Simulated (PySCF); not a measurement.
Vertical excitations of a molecule C3H7NSi from TDDFT-B3LYP/def2-SVPD in PySCF 2.14.0, as energy in eV (oscillator strength): 5.52 (0.007), 5.74 (0.002), 6.02 (0.001), 6.20 (0.009), 6.25 (0.003), 6.28 (0.006), 6.81 (0.007), 6.95 (0.004), 7.39 (0.010), 7.41 (0.040). Lowest triplet (TDA): 4.92 eV. The structure is a stationary point at B3LYP-D3(BJ)/def2-SVP. Other conformers were not sampled.

Question: Identify the compound among the candidates.
(A) C#CCN[SiH3]
(B) N[C@H]1C=C[SiH2]1
(C) C#C[SiH2]CN
(D) C=C1CN[SiH2]1

Answer: C, C#C[SiH2]CN
